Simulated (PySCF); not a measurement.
Vertical excitations of a molecule CH10N2Si3 from TDA-PBE/def2-SVPD in PySCF, as energy in eV (oscillator strength): 4.47 (0.019), 4.69 (0.006), 4.89 (0.012), 5.09 (0.030), 5.17 (0.019), 5.36 (0.015). Lowest triplet (TDA): 4.10 eV. Geometry optimised at PBE0-D3(BJ)/def2-SVP. Other conformers were not sampled.

Question: Which structure fits?
A. N[Si@@H]1CN([SiH3])[SiH2]1
B. N[Si@@]1([SiH3])NC[SiH2]1
C. N[SiH2]C1[SiH2]N[SiH2]1
D. N[Si@H]1[SiH2]CN[SiH2]1

Answer: B, N[Si@@]1([SiH3])NC[SiH2]1
